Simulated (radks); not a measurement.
Results of a calculation; reference values are marked as such.
Problem. Species: V2+. Configuration: [Ar] 3d3. Code: a radial shooting solver on a logarithmic mesh with Libxc functionals. Model: Dirac Kohn-Sham, PBE, spin-unpolarised, spherical densities, point nucleus; open shells are shared between the two j in proportion to 2j + 1.

Spin-orbit splittings of the eigenvalues, e(l+1/2) - e(l-1/2), with zeta = 2 splitting/(2l+1) and mean radii in bohr:

shell  occ.  splitting (eV)  zeta (eV)  <r> j=l-1/2  <r> j=l+1/2
2p        6           7.102      4.735       0.2721       0.2749
3p        6               ?          ?        1.010        1.018
3d        3         0.07097    0.02839        1.319        1.323

Estimate the 3p splitting.

Solution. 0.8308 eV (zeta = 0.5539 eV).
